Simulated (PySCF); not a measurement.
Radial density of Se³⁺ (selenium, charge +3)

B3LYP, [Ar] 3d10 4s2 4p1, 2P determinant. Calculation: PySCF 2.14, in jorge-DZP-DKH (8s6p2d1f, 43 functions); the spin-free X2C one-electron Hamiltonian (Gaussian nucleus).

```tsv
r (bohr)	4πr²ρ (e/bohr)	4πr²(ρα − ρβ)
0.000743	0.3340	0.0000
0.00125	0.8089	0.0000
0.00210	1.938	0.0000
0.00354	4.518	0.0000
0.00595	9.933	0.0000
0.0100	19.76	0.0002
0.0168	33.16	0.0011
0.0283	42.00	0.0056
0.0476	37.23	0.0216
0.0801	36.47	0.0512
0.135	49.51	0.0398
0.227	32.71	-0.0066
0.381	29.86	0.1222
0.641	25.44	0.0188
1.08	6.093	0.2994
1.81	2.084	0.6440
3.05	0.2172	0.1129
5.13	0.004135	0.0038
```

Densities and radii are taken from the X2C orbitals without a picture-change correction, which distorts them close to the nucleus.

(1) Where is the radial spin density 4πr²(ρα − ρβ) most negative, and why is it negative at all?

## Answers

(1) Around r = 0.227 bohr, down to -0.0066 e/bohr: exchange with the open shell polarises the paired shells in an unrestricted calculation.
